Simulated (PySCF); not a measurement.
Relaxation of doublet BiF₄

These are results of PySCF, UPBE0, basis Bi def2-SVP with ECP60, F def2-SVP (scalar-relativistic core potentials, no spin–orbit coupling, density fitting), not measurements. A (50,194) grid was used.

A hand-made tetrahedral start, of Td symmetry, held to at least that symmetry:

```xyz
5
charge 0 multiplicity 2, angstrom
Bi    0.0000    0.0000    0.0000
F     1.7555   -0.0001    1.2413
F    -1.7555    0.0000    1.2413
F     0.0000    1.7555   -1.2413
F     0.0000   -1.7555   -1.2414
```

Question: What does it relax to?

Answer: It ends at Td with Bi–F 2.052 Å (×4); F–Bi–F 109.5° (×6) (after a last refinement on a finer grid). The frequency run here used a shortcut that can spoil soft modes, so no verdict on minimum or saddle point is given. Other isomers or separated fragments may lie lower.

Question: How much energy is released, and in how many steps?

Answer: 32.5 kJ/mol in 3 steps.

Spin–orbit coupling, left out here, can matter for elements this heavy.

The relaxation took about 60 core-seconds on a shared host.
